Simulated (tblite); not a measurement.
Write Cartesian coordinates for InChI=1S/C3H7FSi/c1-2-5-3-4/h2H,1,3,5H2 as optimised with GFN2-xTB.

```
atom  x, y, z in Å
C1     2.2592   -0.2965   -0.2917
C2     1.1340   -0.1350    0.3883
Si3   -0.3887    0.7779   -0.2334
C4    -1.9141   -0.3350    0.1286
F5    -2.0219   -0.5635    1.4876
H6     3.1093   -0.8282    0.1088
H7     2.3807    0.0990   -1.2871
H8     1.0742   -0.5574    1.3857
H9    -0.3552    0.9892   -1.6840
H10   -0.5752    2.0392    0.4905
H11   -2.8544    0.1291   -0.1781
H12   -1.8468   -1.3196   -0.3414
```

Any rigid rotation of these coordinates is as good. Atoms count from 1 in this order. The 2 C–Si bonds span 1.881 Å (C2–Si3, drawn single) to 1.923 Å (Si3–C4, drawn single), a spread of 0.042 Å. Si3 (SiH2 silicon) is tetrahedral (angles from 106.7° to 112.2°).

Bonds between heavy atoms (Å): C1=C2 1.325, C2–Si3 1.881, Si3–C4 1.923, C4–F5 1.382.

Computed geometry: GFN2-xTB, gas phase.

Point group: C1 (no symmetry element, even within 0.4 Å). Its GFN2-xTB frequencies are all real (lowest 37 cm⁻¹). One conformer, not necessarily the lowest (C1–C2–Si3–C4 133°, C2–Si3–C4–F5 60°). 3 starts were optimised and ended at 0.00, 0.00 and 0.06 kcal/mol (GFN2-xTB); the lowest of these is shown.

The run took 0.33 s wall on Intel Xeon 6975P-C, one thread (shared host). This is the geometry optimisation.
